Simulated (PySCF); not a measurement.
HNP, SMILES [NH+]#P, charge +1. Coordinates come from a ωB97X-D3(BJ)/def2-TZVPD optimisation. The isomer is the one that the SMILES or the coordinates give; other isomers of the formula were not compared.

PySCF with TDA-ωB97X/def2-TZVPD puts the lowest singlet excitations at 5.66, 5.99, 5.99, 8.60, 8.60, 10.32 eV.

Question: What are the lowest excitation roots from ADC(3)/aug-cc-pVDZ (PySCF 2.14.0)? (The exact figures need the calculation; the answer reports its results.)

Answer: 5.83, 5.97, 5.97, 8.24, 8.24, 9.35 eV. S1 differs by 0.17 eV (second minus first; roots are paired by order, and the bases may differ).
